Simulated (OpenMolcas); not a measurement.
Co2+, Rh2+, Ir2+: d⁷ down the group

```json
{
  "Program": "OpenMolcas",
  "Method": "CASSCF",
  "Basis": "ANO-RCC-VTZP",
  "Scalar Hamiltonian": "DKH2, point nucleus",
  "Spin-orbit coupling": "state interaction with AMFI integrals over the reference wave functions, term energies averaged over their components"
}
```

Active space for each ion: 7 electrons in 5 orbitals (d).

Computed levels in cm-1 above ⁴F_9/2:

```json
{"Level": "⁴F_7/2", "Co2+": "853", "Rh2+": "2067", "Ir2+": "7486"}
{"Level": "⁴F_5/2", "Co2+": "1482", "Rh2+": "3433", "Ir2+": "10035"}
{"Level": "⁴F_3/2", "Co2+": "1915", "Rh2+": "4313", "Ir2+": "10940"}
{"Level": "²G_9/2", "Co2+": "19013", "Rh2+": "15557", "Ir2+": "17779"}
{"Level": "⁴P_5/2", "Co2+": "19076", "Rh2+": "14981", "Ir2+": "17306"}
{"Level": "⁴P_1/2", "Co2+": "19765", "Rh2+": "16418", "Ir2+": "20757"}
{"Level": "²G_7/2", "Co2+": "19830", "Rh2+": "17623", "Ir2+": "24025"}
{"Level": "²H_11/2", "Co2+": "25316", "Rh2+": "20626", "Ir2+": "23806"}
{"Level": "²P_1/2", "Co2+": "26034", "Rh2+": "22534", "Ir2+": "31616"}
{"Level": "weight of ⁴F in the lowest level (%)", "Co2+": "100", "Rh2+": "98", "Ir2+": "88"}
```

Mixed levels, with the weight of the term that names them: Ir2+ ⁴F_3/2 (53 %), Ir2+ ²G_9/2 (65 %), Ir2+ ⁴P_1/2 (71 %), Ir2+ ²P_1/2 (71 %).

Measured, with the error of the calculation in %. Measured levels: Co2+ from Sugar and Corliss, J. Phys. Chem. Ref. Data 10, 1097 (1981); Rh2+ from the list in Shadmi, J. Res. Natl. Bur. Stand. 70A, 435 (1966).

| Level | Co2+ | Rh2+ |
| --- | --- | --- |
| ⁴F_7/2 | 841 (+1.4) | 2148 (-3.8) |
| ⁴F_5/2 | 1451 (+2.1) | 3486 (-1.5) |
| ⁴F_3/2 | 1867 (+2.6) | 4322 (-0.2) |
| ²G_9/2 | 16978 (+12.0) |  |
| ⁴P_5/2 | 15202 (+25.5) | 11062 (+35.4) |
| ⁴P_1/2 | 15811 (+25.0) |  |
| ²G_7/2 | 17766 (+11.6) |  |
| ²H_11/2 | 22720 (+11.4) |  |

The fine-structure level ⁴F_3/2 changes by a factor of 5.71 from Co2+ to Ir2+.

Without spin-orbit coupling ²G lies 18554, 14559, 13472 cm-1 above ⁴F in that order; the difference to the level ²G_9/2, of either sign, comes from spin-orbit coupling, which also lowers the zero.

Without dynamic correlation excited terms often stand tens of per cent too high (terms of higher spin than the ground term too low), and those without a measured partner can miss by more than the paired ones. Terms from blocks run as CI alone lack orbitals of their own. Levels of configurations with an s electron are missing; early in the row they begin among the upper levels of the d shell and mix with terms of their name (holds for Rh2+). Configurations with an s electron lie low in 5d ions of this charge, fall among these levels and mix in, so low-spin terms can stand far too high, up to twice their true height, and weights are not those of the real levels (holds for Ir2+). Computed and measured levels are paired by configuration, term and J; levels that our copy of the source lacks, or whose pairing is in doubt (as where it misses far off the trend of its configuration), stay unpaired and out of the deviations. Levels of configurations outside the active space are missing.
